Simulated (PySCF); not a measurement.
# Excitation energy of B²⁺ by level of theory

B²⁺ [He] 2s1 (2S) → B²⁺ [He] 2p1 (2P), as a difference of total energies. All numbers are calculated (PySCF 2.14, scalar relativity by spin-free X2C-1e, in x2c-TZVPPall with one added diffuse shell each of s, p, d type (6s4p3d1f, 40 functions)). Correlated levels: valence and next inner shell: nothing frozen. The calculations carry no spin-orbit coupling.

```
                                method  excitation energy (eV)
                                   UHF                   6.053
    MP2 (valence and next inner shell)                   6.033
SCS-MP2 (valence and next inner shell)                   6.040
   CCSD (valence and next inner shell)                   6.030
CCSD(T) (valence and next inner shell)                   6.030
  CCSDT (valence and next inner shell)                   6.030
```

Problem. How much does correlation contribute at CCSD(T) (valence and next inner shell)?

Solution. 6.030 − (6.053) = -0.023 eV, measured against UHF.
